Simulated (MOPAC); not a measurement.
A run for MOPAC: AM1 on CH6GaN (SMILES [CH3][GaH][NH2]), a point of a torsion scan.

```
AM1 1SCF PRECISE CHARGE=0 THREADS=1
CH6GaN

C     -1.54579582 1     0.09493310 1    -0.24834374 1
Ga     0.25146355 1    -0.29626844 1     0.58611661 1
N      1.78250196 1     0.27127103 1    -0.25599653 1
H     -2.30050913 1    -0.66215409 1    -0.02544837 1
H     -1.92167837 1     1.05551937 1     0.11241647 1
H     -1.43047323 1     0.16936318 1    -1.33328990 1
H      0.44398187 1    -0.88516954 1     2.03286776 1
H      2.02659556 1    -0.03197445 1    -1.19291103 1
H      2.65293277 1     0.32859121 1     0.26596984 1
```

It printed:

```
*******************************************************************************
 **                                                                           **
 **                              MOPAC v23.2.5                                **
 **                                                                           **
 *******************************************************************************
 ** MOPAC's Digital Object Identifier: https://doi.org/10.5281/zenodo.6511958 **
 **                                                                           **
 ** Please cite the open-source release paper for use of this MOPAC version:  **
 ** J. E. Moussa and J. J. P. Stewart (2026)                                  **
 ** MOPAC: An open-source semiempirical molecular orbital program             **
 ** J. Open Source Softw., 11(119), 8025, https://doi.org/10.21105/joss.08025 **
 *******************************************************************************

                              AM1 CALCULATION RESULTS

 *******************************************************************************
 *  AM1        - The AM1 Hamiltonian to be used
 *
 *
 *
 *                 CHARGE ON SYSTEM = 0
 *
 *
 *
 *  PRECISE    - TIGHTER CRITERIA TO BE USED
 *  1SCF       - DO 1 SCF AND THEN STOP
 *  THREADS=1  - MULTI-THREADING NOT USED
 *  T=         - A TIME OF 172800.0 SECONDS REQUESTED
 *  DUMP=N     - RESTART FILE WRITTEN EVERY 7200.0 SECONDS REQUESTED
 *******************************************************************************
AM1 1SCF PRECISE CHARGE=0 THREADS=1
 CH6GaN

   ATOM   CHEMICAL          X               Y               Z
  NUMBER   SYMBOL      (ANGSTROMS)     (ANGSTROMS)     (ANGSTROMS)

     1       C         -1.54579582  *   0.09493310  *  -0.24834374  *
     2      Ga          0.25146355  *  -0.29626844  *   0.58611661  *
     3       N          1.78250196  *   0.27127103  *  -0.25599653  *
     4       H         -2.30050913  *  -0.66215409  *  -0.02544837  *
     5       H         -1.92167837  *   1.05551937  *   0.11241647  *
     6       H         -1.43047323  *   0.16936318  *  -1.33328990  *
     7       H          0.44398187  *  -0.88516954  *   2.03286776  *
     8       H          2.02659556  *  -0.03197445  *  -1.19291103  *
     9       H          2.65293277  *   0.32859121  *   0.26596984  *



          CARTESIAN COORDINATES

    NO.       ATOM           X           Y           Z

     1         C         -1.5458      0.0949     -0.2483
     2        Ga          0.2515     -0.2963      0.5861
     3         N          1.7825      0.2713     -0.2560
     4         H         -2.3005     -0.6622     -0.0254
     5         H         -1.9217      1.0555      0.1124
     6         H         -1.4305      0.1694     -1.3333
     7         H          0.4440     -0.8852      2.0329
     8         H          2.0266     -0.0320     -1.1929
     9         H          2.6529      0.3286      0.2660

  H: (AM1): M.J.S. DEWAR ET AL, J. AM. CHEM. SOC. 107 3902-3909 (1985)
  C: (AM1): M.J.S. DEWAR ET AL, J. AM. CHEM. SOC. 107 3902-3909 (1985)
  N: (AM1): M.J.S. DEWAR ET AL, J. AM. CHEM. SOC. 107 3902-3909 (1985)
 Ga: (AM1): J. J. P. STEWART, J. MOL. MOD., 10, 155-164 (2004)

           Empirical Formula: C H6 N Ga  =     9 atoms



      MOLECULAR POINT GROUP   :   C1


      RHF CALCULATION, NO. OF DOUBLY OCCUPIED LEVELS = 9


 -------------------------------------------------------------------------------
 AM1 1SCF PRECISE CHARGE=0 THREADS=1
 CH6GaN



     1SCF WAS SPECIFIED, SO BFGS WAS NOT USED
     SCF FIELD WAS ACHIEVED


                              AM1 CALCULATION
                                                       MOPAC v23.2.5 Linux




          FINAL HEAT OF FORMATION =         40.73003 KCAL/MOL =     170.41443 KJ/MOL


          COSMO AREA              =        105.41 SQUARE ANGSTROMS
          COSMO VOLUME            =         87.21 CUBIC ANGSTROMS

          IONIZATION POTENTIAL    =          9.716288 EV
          HOMO LUMO ENERGIES (EV) =         -9.716 -1.441
          NO. OF FILLED LEVELS    =          9
          MOLECULAR WEIGHT        =        101.8001         POINT GROUP:  C1

          MOLECULAR DIMENSIONS (Angstroms)

            Atom       Atom       Distance
            H     9    H     4     5.05995
            H     7    H     6     3.55465
            H     5    H     8     2.28853


          SCF CALCULATIONS        =          1





   ATOM   CHEMICAL          X               Y               Z
  NUMBER   SYMBOL      (ANGSTROMS)     (ANGSTROMS)     (ANGSTROMS)

     1       C         -1.54579582  *   0.09493310  *  -0.24834374  *
     2      Ga          0.25146355  *  -0.29626844  *   0.58611661  *
     3       N          1.78250196  *   0.27127103  *  -0.25599653  *
     4       H         -2.30050913  *  -0.66215409  *  -0.02544837  *
     5       H         -1.92167837  *   1.05551937  *   0.11241647  *
     6       H         -1.43047323  *   0.16936318  *  -1.33328990  *
     7       H          0.44398187  *  -0.88516954  *   2.03286776  *
     8       H          2.02659556  *  -0.03197445  *  -1.19291103  *
     9       H          2.65293277  *   0.32859121  *   0.26596984  *

                             CARTESIAN COORDINATES

   1    C       -1.545795820     0.094933100    -0.248343740
   2   Ga        0.251463550    -0.296268440     0.586116610
   3    N        1.782501960     0.271271030    -0.255996530
   4    H       -2.300509130    -0.662154090    -0.025448370
   5    H       -1.921678370     1.055519370     0.112416470
   6    H       -1.430473230     0.169363180    -1.333289900
   7    H        0.443981870    -0.885169540     2.032867760
   8    H        2.026595560    -0.031974450    -1.192911030
   9    H        2.652932770     0.328591210     0.265969840


           Empirical Formula: C H6 N Ga  =     9 atoms



      MOLECULAR POINT GROUP   :   C1


                  EIGENVALUES
 -31.98069 -28.20868 -16.48623 -14.25981 -13.25693 -12.88377 -11.79140 -10.36282
  -9.71629  -1.44082   0.74824   1.07785   1.14302   4.83911   5.00368   5.09100
   5.64196   5.68398


              NET ATOMIC CHARGES AND DIPOLE CONTRIBUTIONS

  ATOM NO.   TYPE          CHARGE      No. of ELECS.   s-Pop       p-Pop
    1          C          -0.439314        4.4393     1.24470     3.19461
    2         Ga           0.417494        2.5825     0.32629     2.25621
    3          N          -0.464509        5.4645     1.58281     3.88170
    4          H           0.078668        0.9213     0.92133
    5          H           0.092713        0.9073     0.90729
    6          H           0.081497        0.9185     0.91850
    7          H          -0.082204        1.0822     1.08220
    8          H           0.169817        0.8302     0.83018
    9          H           0.145838        0.8542     0.85416
 DIPOLE           X         Y         Z       TOTAL
 POINT-CHG.     0.840    -0.560     0.200     1.029
 HYBRID         0.504    -0.120    -0.468     0.698
 SUM            1.344    -0.680    -0.268     1.530


          ATOMIC ORBITAL ELECTRON POPULATIONS

     Atom    s        px        py        pz
    1  C   1.24470   1.13926   1.00856   1.04680
    2 Ga   0.32629   0.76502   0.51720   0.97399
    3  N   1.58281   1.25824   1.46910   1.15436
    4  H   0.92133
    5  H   0.90729
    6  H   0.91850
    7  H   1.08220
    8  H   0.83018
    9  H   0.85416

 **********************
 *                    *
 * JOB ENDED NORMALLY *
 *                    *
 **********************




 == MOPAC DONE ==
```

The run finished.

Cost: roughly 0.04 core-seconds.
